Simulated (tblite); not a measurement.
Task: Write Cartesian coordinates for `C[C@H](CO)O[SiH2]CC#N` as optimised with GFN2-xTB.

Result: 
```xyz
20
C5H11NO2Si angstrom
C     -2.0746   -1.3355   -0.9006
C     -1.1550   -0.9046    0.2346
C     -1.2594    0.5964    0.5072
O     -0.3639    0.8908    1.5493
O      0.1616   -1.2499   -0.0856
Si     1.5824   -0.7580    0.4967
C      2.3227    0.7661   -0.4481
C      1.6553    1.9939   -0.2134
N      1.0722    2.9605   -0.0026
H     -1.8517   -0.7635   -1.7980
H     -3.1126   -1.1756   -0.6244
H     -1.9196   -2.3896   -1.1133
H     -1.4191   -1.4357    1.1599
H     -0.9964    1.1472   -0.4033
H     -2.2884    0.8487    0.7938
H     -0.1212    1.8251    1.5072
H      2.3815   -1.8769   -0.0077
H      1.7203   -0.5578    1.9315
H      2.2947    0.5573   -1.5192
H      3.3660    0.8718   -0.1518
```

Any rigid rotation of these coordinates is as good. Atoms count from 1 in this order. H16 on O4 lies 2.23 Å from N9, 8 bonds away (angle at H 131°; Bondi radii sum to 2.75 Å). O5 (silyl ether oxygen) is bent (angle 132.2°). Si6 (oxygen-bound silicon) is distorted tetrahedral (angles from 97.1° to 118.8°). Of the pairs four or more bonds apart, those above aside, O4···Si6 is among the closest relative to their van der Waals radii: 2.76 Å, 76 % of the sum of Bondi's values.

Bonds between heavy atoms (Å): C1–C2 1.523, C2–C3 1.529, C3–O4 1.405, C2–O5 1.398, O5–Si6 1.612, Si6–C7 1.940, C7–C8 1.417, C8≡N9 1.148.

Computed geometry: GFN2-xTB, gas phase.

Point group: C1 (no symmetry element, even within 0.4 Å). Its GFN2-xTB frequencies are all real (lowest 44 cm⁻¹). The numbers are those of one conformer (C1–C2–C3–O4 -179°, C2–C3–O4–H 156°, C1–C2–O5–Si6 162°, C2–O5–Si6–C7 -91°, O5–Si6–C7–C8 72°). 3 starts were optimised and ended at 0.00, 0.03 and 0.19 kcal/mol (GFN2-xTB); the lowest of these is shown.
